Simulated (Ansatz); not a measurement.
Al2BBrClH3 (`[AlH2][BH][Al]([Cl])[Br]`). Charge 0, multiplicity 1. All single points use the PBE0-D4/def2-TZVP geometry. It is one conformer, not always the lowest.

```xyz
8

Al    0.673   -1.681   -0.726
B    -0.160   -0.372    0.692
Al   -0.505    1.675    0.428
Cl    0.949    3.116    0.876
Br   -2.444    2.386   -0.476
H     2.248   -1.896   -0.777
H    -0.265   -2.419   -1.778
H    -0.495   -0.810    1.761
```

What is the dipole moment at r2SCAN/def2-TZVPP? (Estimate.)

The calculation gave: 1.83 D, with components (0.19, -1.72, 0.58) D in this frame, pointing from negative to positive charge.

And with PBE, B3LYP, ωB97M-V? (Best estimate.)

Ansatz gave: PBE 1.78 D, B3LYP 1.87 D, ωB97M-V 1.90 D.

Give the Mulliken charges with r2SCAN, ωB97M-V, B3LYP in def2-TZVPP. (An estimate is asked.)

Ansatz gave: 
```tsv
atom	r2SCAN	ωB97M-V	B3LYP
Al1	0.41	0.34	0.34
B2	-0.21	-0.28	-0.11
Al3	0.52	0.45	0.44
Cl4	-0.24	-0.21	-0.24
Br5	-0.23	-0.21	-0.23
H6	-0.15	-0.10	-0.13
H7	-0.15	-0.10	-0.13
H8	0.04	0.11	0.07
```

B3LYP here is the variant with VWN-RPA as its local correlation; programs differ in this.
